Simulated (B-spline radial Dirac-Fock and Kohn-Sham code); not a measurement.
**Fe 4s: cross section and angular parameters**

System: the free iron atom, configuration 1s2 2s2 2p6 3s2 3p6 3d6 4s2; threshold 7.23 eV (orbital energy of the model). Method: Dirac-Hartree-Slater photoionisation with a Latter tail; cross sections with all multipoles, angular parameters from the dipole term and its interference with E2. Computed with a radial B-spline solver.

The run's input, task.json:

```json
{"items": [{
  "Z": 26,
  "q": 0,
  "cfg": [[1, 0, 2], [2, 0, 2], [2, 1, 6], [3, 0, 2], [3, 1, 6], [3, 2, 6], [4, 0, 2]],
  "A": 56,
  "rrms": 3.7377,
  "do": "xps",
  "hv": [52.5, 53.7, 60, 150, 151.0, 159.0, 200, 207.0, 342.0, 388.0, 400, 600, 795.0, 800, 841.0, 899.0, 1060.0, 1360.0, 1640.0, 2460.0, 2500.0, 2984.4, 3710.0, 3870.0, 4000, 4400.0, 4770.0, 5340.0, 11100.0, 14100.0],
  "edges": {"K": 7112.0, "L1": 844.6, "L2": 719.9, "L3": 706.8, "M1": 91.3}
}]}
```

Command: `python xray2_run.py task.json out`

For linearly polarised light dσ/dΩ = σ/(4π) [1 + β P₂(cos θ) + (δ + γ cos²θ) sin θ cos φ], with θ from the polarisation vector and φ the angle between the beam and the projection of the electron momentum on the plane normal to the polarisation.

```
hν (eV)   σ (kb)      β       γ
   52.5     99.2  1.998   0.091
   53.7     97.6  1.998   0.095
     60     89.4  1.998   0.115
    150     29.5  1.999   0.179
    151     29.2  1.999   0.179
    159     27.2  1.999   0.176
    200     19.5  1.999   0.155
    207     18.5  1.999   0.151
    342     8.67  1.999   0.070
    388     7.10  1.999   0.046
    400     6.76  1.999   0.040
    600     3.43  1.999  -0.029
    795     2.08  1.999  -0.054
    800     2.06  1.999  -0.054
    841     1.88  1.999  -0.055
    899     1.66  1.999  -0.055
   1060     1.22  2.000  -0.046
   1360    0.759  2.000  -0.007
   1640    0.525  2.000   0.045
   2460    0.229  2.000   0.230
   2500    0.222  2.000   0.239
 2984.4    0.152  1.999   0.352
   3710   0.0945  1.999   0.517
   3870   0.0860  1.999   0.552
   4000   0.0799  1.999   0.580
   4400        ?      ?       ?
   4770   0.0536  1.999   0.741
   5340   0.0413  1.999   0.853
  11100  0.00692  1.999   1.764
  14100  0.00372  1.999   2.133
```

Question: Give the values at 4400 eV.

Answer: σ = 0.0644 kb, β = 1.999, γ = 0.665. For an s subshell δ is negligible.
